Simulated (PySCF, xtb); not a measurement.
Ru(O)2(OH)4 (H4O6Ru), SMILES [OH][Ru](=[O])([OH])([OH])([OH])=[O], multiplicity 1. Other conformers were not sampled.

Harmonic wavenumbers (cm⁻¹) from GFN2-xTB run with xtb at its own minimum, in rising order: 97, 150, 185, 225, 280, 302, 312, 323, 338, 372, 395, 419, 428, 460, 466, 485, 496, 706, 761, 801, 820, 858, 888, 3480, 3491, 3499, 3504.

**Question.** What does PBE-D3(BJ)/def2-SVP (PySCF) give at its own minimum? (The exact figures need the calculation; the answer reports its results.)

**Answer.** 92, 148, 208, 283, 309, 328, 351, 381, 403, 415, 488, 506, 523, 537, 570, 597, 606, 858, 886, 894, 919, 990, 1002, 3592, 3598, 3624, 3655. Paired by order, the mean absolute difference is 83 cm⁻¹ and the zero-point energies are 35.1 and 38.3 kcal/mol.
